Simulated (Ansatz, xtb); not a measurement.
**Relative energy of two structures of GaNOS**

We compare X, `O=S=[N][Ga]`, a singlet, with Y, a singlet given by its coordinates. Both are isolated molecules in the gas phase, relaxed with PBE0-D3(BJ)/def2-SVP.

X (Å):

```yaml
atoms:
  - { symbol: Ga, position_ang: [1.2173, 1.1409, 1.9099] }
  - { symbol: N, position_ang: [0.7030, 0.2492, 0.2709] }
  - { symbol: O, position_ang: [-1.7724, 0.6555, -0.3104] }
  - { symbol: S, position_ang: [-0.4759, 0.0316, -0.6454] }
```

Y (Å):

```xyz
4

Ga   -0.8069    0.4193   -1.1059
N     1.1802    0.2301    0.7807
O     0.7093    1.2671    0.3116
S     0.9805   -1.1500   -0.1822
```

Close contacts (Å): Ga1–O3 2.24, Ga1–S4 2.55, N2–O3 1.23, N2–S4 1.69.

Question: Estimate E(Y) − E(X) at the level CCSD(T)/def2-TZVPP.

Answer: Calculated at CCSD(T)/def2-TZVPP: E(Y) − E(X) = +1.257 eV, so structure X lies lower.

How the difference moves with the method:

```json
{"level": "PBE0-D3(BJ)/def2-SVP", "geometry": "PBE0-D3(BJ)/def2-SVP", "E(Y) − E(X) (eV)": "+0.290", "departure from the last row (eV)": "−0.967", "job, with rough time for the two": "optimisation, 1.7 min"}
{"level": "HF/def2-TZVPP", "geometry": "PBE0-D3(BJ)/def2-SVP", "E(Y) − E(X) (eV)": "+1.261", "departure from the last row (eV)": "+0.004", "job, with rough time for the two": "part of the CCSD(T) run"}
{"level": "MP2/def2-TZVPP", "geometry": "PBE0-D3(BJ)/def2-SVP", "E(Y) − E(X) (eV)": "+1.677", "departure from the last row (eV)": "+0.420", "job, with rough time for the two": "part of the CCSD(T) run"}
{"level": "CCSD(T)/def2-TZVPP", "geometry": "PBE0-D3(BJ)/def2-SVP", "E(Y) − E(X) (eV)": "+1.257", "departure from the last row (eV)": "", "job, with rough time for the two": "single point, 2.7 min"}
```

None of the levels shown reverses the order. The largest departure from CCSD(T)/def2-TZVPP is that of PBE0-D3(BJ)/def2-SVP, 0.967 eV. Levels run at GFN2-xTB geometries aren't shown.

With harmonic frequencies from PBE0-D3(BJ)/def2-SVP (ideal gas, rigid rotor, one conformer each, 298.15 K, 1 atm): on the last row, ΔE + ΔZPE = +1.245, ΔH = +1.244, ΔG = +1.264 eV.

The T1 diagnostic of structure Y is large, so the coupled-cluster value is less sure. The correlated steps freeze 16 core orbitals; the filled d shell of Ga is correlated, in a basis made for valence electrons. Mirror images aren't counted in ΔG. Programs: Ansatz 0.2.0; the last row on 1 thread of Intel(R) Xeon(R) Processor @ 2.50GHz (Skylake/Cascade Lake) on a shared host.
